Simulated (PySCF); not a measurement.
Si⁺: ionisation energy

Si⁺ [Ne] 3s2 3p1 (2P) → Si²⁺ [Ne] 3s2 (1S), as a difference of total energies. Computed with PySCF 2.14 in dyall-acv3z (19s12p6d4f, 113 functions), with the spin-free X2C one-electron Hamiltonian (Gaussian nucleus). Correlated levels: valence: [Ne] frozen; valence and next inner shell: 1s2 frozen; virtual orbitals above 40 to 60 times the deepest correlated orbital energy dropped. The calculations carry no spin-orbit coupling.

```json
{"method": "UHF", "ionisation energy (eV)": "15.835"}
{"method": "LDA", "ionisation energy (eV)": "16.358"}
{"method": "PBE", "ionisation energy (eV)": "16.399"}
{"method": "PBE0", "ionisation energy (eV)": "16.424"}
{"method": "r2SCAN", "ionisation energy (eV)": "16.522"}
{"method": "M06-L", "ionisation energy (eV)": "16.253"}
{"method": "BLYP", "ionisation energy (eV)": "16.235"}
{"method": "TPSSh", "ionisation energy (eV)": "16.512"}
{"method": "MP2 (valence)", "ionisation energy (eV)": "16.105"}
{"method": "SCS-MP2 (valence)", "ionisation energy (eV)": "16.094"}
{"method": "MP2 (valence and next inner shell)", "ionisation energy (eV)": "16.123"}
{"method": "SCS-MP2 (valence and next inner shell)", "ionisation energy (eV)": "16.110"}
```

Errors of the correlated levels include the incompleteness of this basis and the frozen core.

Problem. Which method comes closest to the reference value, and which is furthest?

Solution. The reference is 16.322 eV (measured; NIST levels, between the centres of gravity of the two terms). Closest: LDA (error 0.036 eV); furthest: UHF (error -0.487 eV).
